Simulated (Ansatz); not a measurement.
Total energies of Ga₅O₁₄H₁₃, a hydroxylated oxide cluster from Ansatz at PBE0-D4/def2-TZVP, gas phase (1 Eh = 27.2114 eV = 2625.5 kJ/mol). The reference geometry is relaxed at PBE-D4/def2-SVP.

```xyz
32

Ga   -1.276   -1.096   -0.220
Ga    0.739    0.689    1.706
Ga   -3.942   -0.843   -1.808
Ga    0.178    1.538   -1.393
Ga    2.816   -1.269    1.920
O     2.785    0.625    2.242
O     4.018   -2.353    2.699
O     0.321    2.379    2.261
O    -0.075   -2.368    0.352
O    -0.668   -0.139   -1.790
O     0.871    2.225   -2.911
O     2.642   -1.505    0.067
O     0.959   -1.131    2.373
O     1.438    0.830   -0.136
O    -0.993    2.484   -0.311
O    -1.112    0.274    1.101
O    -2.909   -0.092   -3.111
O    -3.014   -1.586   -0.490
O    -5.712   -0.777   -2.055
H     3.297    1.149    1.596
H     4.038   -2.232    3.666
H     1.075    2.797    2.715
H     0.809   -2.259   -0.075
H    -1.391   -0.074   -2.491
H     0.791    3.196   -2.911
H     3.384   -1.960   -0.370
H     0.423   -1.748    1.746
H     1.957    0.000   -0.366
H    -0.522    2.890    0.457
H    -1.372    1.154    0.664
H    -3.370    0.394   -3.818
H    -6.185   -1.192   -1.309
```

```csv
state,geometry,energy (Eh)
charge 0 singlet,reference,-10684.03509
charge 1 doublet,reference,-10683.66857
charge -1 doublet,reference,-10684.04910
free Ga atom (doublet),–,-1924.55212
free O atom (triplet),–,-75.01860
free H atom (doublet),–,-0.50104
```

Single mean-field runs in def2-TZVP are fitted with def2-universal-jkfit.

(1) Work out the vertical ionisation energy to the doublet.

(2) Work out the vertical electron affinity, to the doublet.

(3) Give the fundamental gap IE − EA, the Mulliken electronegativity (IE + EA)/2 and the hardness (IE − EA)/2.

(4) What is the binding energy per atom against free atoms?

(1) E(charge 1 doublet) − E(charge 0 singlet) = -10683.66857 − (-10684.03509) = 0.36652 Eh = 9.97 eV. For comparison, −ε of the highest occupied level is 8.47 eV at this level, 1.50 eV less.

(2) E(charge 0 singlet) − E(charge -1 doublet) = -10684.03509 − (-10684.04910) = 0.01401 Eh = 0.38 eV. The basis lacks diffuse functions, which makes affinities too small.

(3) From the values in Eh: IE − EA = 0.36652 − 0.01401 = 0.35251 Eh = 9.59 eV; (IE + EA)/2 = 5.18 eV; (IE − EA)/2 = 4.80 eV. The HOMO–LUMO gap of the same run is 6.91 eV, 2.68 eV smaller than the fundamental gap.

(4) Atoms: 5 × (-1924.55212) + 14 × (-75.01860) + 13 × (-0.50104) = -10679.53452 Eh. Binding: -10679.53452 − (-10684.03509) = 4.50057 Eh = 122.47 eV, or 3.83 eV for each of 32 atoms (no zero-point energy, no counterpoise term).

At PBE0-D4/def2-TZVP the highest occupied level of the charge -1 doublet lies above zero (up to 0.81 eV). By energy differences its removal costs 0.38 eV (vertical, to the charge 0 singlet, at PBE0-D4/def2-TZVP); self-interaction error and the lack of diffuse functions both raise the level.
